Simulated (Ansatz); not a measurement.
Start from `O[CH]1[S][GeH2]1` and change one atom or group to get `[CH2]1[S][GeH2]1`.

Ansatz, PBE0-D4/def2-TZVP geometries, multiplicity 1. Each molecule was computed in one conformer, which needn't be the lowest.

Scalar relativity is left out up to krypton.

```tsv
property	`O[CH]1[S][GeH2]1`
size of the dipole moment (ωB97M-V/def2-TZVPP) / D	3.23
LUMO energy (B3LYP/def2-TZVPP) / eV	-0.78
HOMO energy (B3LYP/def2-TZVPP) / eV	-6.58
size of the dipole moment (PBE/def2-TZVPP) / D	2.98
HOMO–LUMO gap (PBE/def2-TZVPP) / eV	4.27
HOMO–LUMO gap (B3LYP/def2-TZVPP) / eV	5.80
```

Q: What does the change do to each property? (Estimate.)

A: The calculation gave: 
```json
{"property": "size of the dipole moment (ωB97M-V/def2-TZVPP) / D", "`[CH2]1[S][GeH2]1`": "2.17", "shift": "-1.06"}
{"property": "LUMO energy (B3LYP/def2-TZVPP) / eV", "`[CH2]1[S][GeH2]1`": "-0.70", "shift": "0.08"}
{"property": "HOMO energy (B3LYP/def2-TZVPP) / eV", "`[CH2]1[S][GeH2]1`": "-6.52", "shift": "0.06"}
{"property": "size of the dipole moment (PBE/def2-TZVPP) / D", "`[CH2]1[S][GeH2]1`": "2.00", "shift": "-0.98"}
{"property": "HOMO–LUMO gap (PBE/def2-TZVPP) / eV", "`[CH2]1[S][GeH2]1`": "4.25", "shift": "-0.02"}
{"property": "HOMO–LUMO gap (B3LYP/def2-TZVPP) / eV", "`[CH2]1[S][GeH2]1`": "5.81", "shift": "0.01"}
```

Dipoles are sizes alone; their direction can turn.

B3LYP here is the variant with VWN-RPA as its local correlation; programs differ in this.
